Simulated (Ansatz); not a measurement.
`CC(O)Br` + HCl → `OC(Cl)Br` + CH₄  (substitution at a C–C bond)

Calculated with Ansatz (gas phase, PBE0-D4/def2-TZVP geometries, no zero-point term in ΔE). CCSD(T)/CBS adds triple-zeta CCSD(T) − MP2 to the extrapolated MP2 energy (def2 sets, frozen cores). This one scheme is used for every species. For Br outer-core shells are correlated without core-valence functions, which leaves a few kJ/mol of doubt a bond. Scalar relativity is left out up to krypton. One conformer a species, not always the lowest.

```csv
species,CCSD(T)/CBS(def2) energy (Eh)
`CC(O)Br`,-2727.60877
HCl,-460.38127
`OC(Cl)Br`,-3147.51471
CH₄,-40.46206
```

Problem. Work out ΔE.

Solution. ΔE = (-3147.51471) + (-40.46206) − (-2727.60877) − (-460.38127) = 0.01327 Eh = +8.3 kcal/mol.

Largest T1 diagnostic among the species: 0.009.

From PBE to PBE0 (25 % exact exchange), in def2-TZVPP and without D4, ΔE moves by +1.8 kcal/mol. Leaving LDA and LC-ωPBE aside and taking each functional with its dispersion term where it has one, the values, not all of them listed here, spread over 3.2 kcal/mol, from BLYP-D4 to PBE-QIDH. LDA lies +1.4 kcal/mol from PBE without D4.
